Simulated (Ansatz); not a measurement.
`C#C[SiH](N)[GaH2]`. Total charge 0; spin multiplicity 1.

Cartesian coordinates in Å:
```
C 1.062 2.272 -0.947
C 0.434 1.249 -0.801
Si -0.425 -0.348 -0.474
N -1.930 -0.217 0.349
Ga 1.171 -1.552 0.871
H 1.605 3.178 -1.087
H -0.702 -0.938 -1.809
H -2.719 0.208 -0.114
H -1.936 -0.002 1.333
H 1.082 -1.484 2.444
H 2.356 -2.366 0.236
```

(1) What are the harmonic wavenumbers in cm⁻¹ at PBE0-D4/def2-TZVP (Ansatz, finite differences of forces, unscaled)? (An estimate is asked.)

(2) Is this a minimum?

(3) Give the ideal-gas thermochemistry at 298.15 K and 1 bar (rigid rotor, harmonic oscillator; point group C1, symmetry number 1).

(4) And at 400, 500, 600, 800 and 1000 K?

(5) Rotational constants (cm⁻¹)?

Results:

(1) Ansatz gave: 56, 109, 133, 146, 236, 283, 323, 375, 421, 439, 559, 609, 684, 705, 733, 751, 815, 863, 915, 1584, 1937, 1957, 2137, 2219, 3463, 3590, 3685.

(2) Yes, all 27 modes are real.

(3) Zero-point energy 177.8 kJ/mol; H(298) − E = 203.6 kJ/mol; entropy 388.3 J/(mol·K), of which translation 170.7, rotation 119.2, vibration 98.4; G(298) − E = 87.9 kJ/mol. Modes under 100 cm⁻¹ are hindered rotations or soft bends, so the harmonic entropy is rough.

(4) 
| T (K) | H − E (kJ/mol) | S (J/mol/K) | G − E (kJ/mol) |
| --- | --- | --- | --- |
| 400 | 218.4 | 430.9 | 46.1 |
| 500 | 234.7 | 467.0 | 1.2 |
| 600 | 252.2 | 498.9 | -47.2 |
| 800 | 290.0 | 553.2 | -152.6 |
| 1000 | 330.8 | 598.6 | -267.9 |

(5) 0.1064, 0.05033, 0.03694.
